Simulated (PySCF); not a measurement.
**C₆ coefficients of unlike pairs at UHF**

Calculated with PySCF 2.14 from the dipole response of each species, C₆(A,B) = (3/π) ∫ α_A(iu) α_B(iu) du, in atomic units, from isotropic polarisabilities. For ions this is the dispersion term alone; charge-induced terms of lower order in 1/R come first.

```json
{"species": "Au⁺", "configuration": "[Xe] 4f14 5d10 (1S)", "basis": "x2c-TZVPPall with one added diffuse shell each of s, p, d, f type (12s8p8d4f1g)", "relativity": "spin-free X2C", "α (bohr³)": "12.34", "C₆ (like pair)": "90.46"}
{"species": "Cl³⁺", "configuration": "[Ne] 3s2 3p2 (3P)", "basis": "dyall-av3z (19s12p3d2f)", "relativity": "spin-free X2C", "α (bohr³)": "4.441", "C₆ (like pair)": "12.13"}
{"species": "Se²⁺", "configuration": "[Ar] 3d10 4s2 4p2 (3P)", "basis": "aug-cc-pwCVTZ-PP with ECP10MDF (8s7p6d4f1g)", "relativity": "core potential", "α (bohr³)": "9.583", "C₆ (like pair)": "45.36"}
{"species": "Ho³⁺", "configuration": "[Xe] 4f10 (5I)", "basis": "x2c-TZVPPall with one added diffuse shell each of s, p, d, f type (12s8p8d5f2g)", "relativity": "spin-free X2C", "α (bohr³)": "4.853", "C₆ (like pair)": "25.60"}
```

(1) Estimate C₆ for Ho³⁺ with Se²⁺.

No spin-orbit coupling is included.

The other pairs:

| pair | C₆ |
| --- | --- |
| Ho³⁺, Au⁺ | 46.89 |
| Se²⁺, Au⁺ | 63.35 |
| Ho³⁺, Cl³⁺ | 16.86 |
| Cl³⁺, Au⁺ | 32.98 |
| Se²⁺, Cl³⁺ | 23.33 |

## Answers

(1) The integral gives 31.83. The combination rule 2 C_A C_B / (C_A α_B/α_A + C_B α_A/α_B) gives 31.59 and the geometric mean 34.07.
